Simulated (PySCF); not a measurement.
A structure optimised at PBE-D3(BJ)/def2-SVP, used in a PySCF frequency run:

```xyz
7

Al    -0.0213     0.9290     0.0000
F     -1.5101     1.6731     0.0000
N      0.0473    -0.8413     0.0000
C      0.0324    -2.0543     0.0000
O      0.0291    -3.2354     0.0000
O      1.3563     1.9240     0.0000
H      2.2596     1.5722     0.0000
```

Q: Write its SMILES, formula and point group.

A: O=C=[N][Al]([OH])[F], CHAlFNO₂, Cs

Q: What are its rotational constants (standard atomic weights)?

A: 6.5036, 1.3794, 1.1380 GHz
